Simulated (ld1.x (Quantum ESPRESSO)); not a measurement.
## indium: variants of one TM potential

Base potential:

In, norm-conserving Troullier–Martins (Kleinman–Bylander form), made with ld1.x (Quantum ESPRESSO) 7.5 (PBE, scalar-relativistic). Core [Ar] 3d10, reference 4s2 4p6 4d10 5s2 5p0 (charge +1). Waves: 4p (bound): rc 1.15 bohr; 4d (bound): rc 1.70 bohr; 4s (bound): rc 0.95 bohr. Local part: the s channel. Core correction: a·sin(br)/r model core inside 0.80 bohr.

Occupied shells without a wave of their own: 5s. They enter only through the test configuration that unscreens the potential, and ld1.x also counts them in the model core charge.

All-electron outer shells of the reference configuration (PBE, scalar-relativistic, ld1.x):

```
shell  level (eV)  outermost node (bohr)  outermost maximum (bohr)
   3d     -440.17                      –                      0.26
   4s     -127.12                   0.41                      0.77
   4p      -85.60                   0.42                      0.82
   4d      -26.07                   0.40                      0.94
   5s      -14.92                   1.02                      2.11
   5p       -8.43                   1.14                      2.64
```

Cutoffs, loose and tight: the cutoffs (Ry, on a coarse ladder) from which the occupation-weighted sum of valence levels, in a spherical-Bessel basis at the reference potential, stays within 10 and 1 mRy of its value at 400 Ry. They do not see the model core or the augmentation charge, which bear on the density cutoff. Test errors are all-electron minus pseudo excitation energies from the reference, over the configurations 4s2 4p6 4d10 5s2 5p1; 4s2 4p6 4d10 5s1 5p0; 4s2 4p6 4d10 5s0 5p0; 4s2 4p6 4d10 5s1 5p1; 4s2 4p6 4d9 5s2 5p1; 4s2 4p6 4d10 5s2 5p1.3; 4s2 4p5 4d10 5s2 5p1. A dash means not determined; rows that change the core or the reference have their own tests.

With those shells counted twice in exchange and correlation these files are broken, and their errors move erratically; no question is asked of them.

| change | outcome | cutoff, loose | cutoff, tight | bound ghosts | largest test error (meV) |
| --- | --- | --- | --- | --- | --- |
| base | generated, misses its reference levels by 0.23 eV | 160 Ry | 300 Ry | none | -1100 |
| core correction none | generated, misses its reference levels by 0.23 eV | 160 Ry | 300 Ry | none | -673 |
| core correction a·sin(br)/r model core inside 0.48 bohr | generated, misses its reference levels by 0.23 eV | 160 Ry | 300 Ry | none | -1101 |
| core correction a·sin(br)/r model core inside 0.58 bohr | generated, misses its reference levels by 0.23 eV | 160 Ry | 300 Ry | none | -1100 |
| core correction a·sin(br)/r model core inside 0.72 bohr | generated, misses its reference levels by 0.23 eV | 160 Ry | 300 Ry | none | -1100 |
| core correction a·sin(br)/r model core inside 0.86 bohr | generated, misses its reference levels by 0.23 eV | 160 Ry | 300 Ry | none | -1100 |
| core correction a·sin(br)/r model core inside 0.98 bohr | generated, misses its reference levels by 0.23 eV | 160 Ry | 300 Ry | none | -1099 |
| core correction full core density, not smoothed (it rises at the typed radius of 1.14 bohr, so ld1.x skipped the fit) | generated, misses its reference levels by 0.23 eV | 160 Ry | 300 Ry | none | -1101 |
